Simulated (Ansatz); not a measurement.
Isolated molecules relaxed with PBE0-D4/def2-TZVP in Ansatz; ΔE leaves out vibrations. CCSD(T)/CBS adds triple-zeta CCSD(T) − MP2 to the extrapolated MP2 energy (def2 sets, frozen cores). Functionals use def2-TZVPP. For Ge outer-core shells are correlated without core-valence functions, which leaves a few kJ/mol of doubt a bond. Scalar relativity is left out up to krypton. Each species was taken in one conformer, which may not be the lowest.

Consider the isomerisation: `F[CH](F)[GeH2][SiH3]` → `F[SiH](F)[CH2][GeH3]`.

```
        level  ΔE (kJ/mol)
    r2SCAN-D4       -435.7
MP2/CBS(def2)       -482.9
```

What does CCSD(T)/CBS give? (Best estimate.)

The calculation gave: -457.9 kJ/mol. The listed levels differ from it by 22.2, -25.0 kJ/mol.

Largest T1 diagnostic among the species: 0.012.

From PBE to PBE0 (25 % exact exchange), in def2-TZVPP and without D4, ΔE moves by −19.7 kJ/mol.
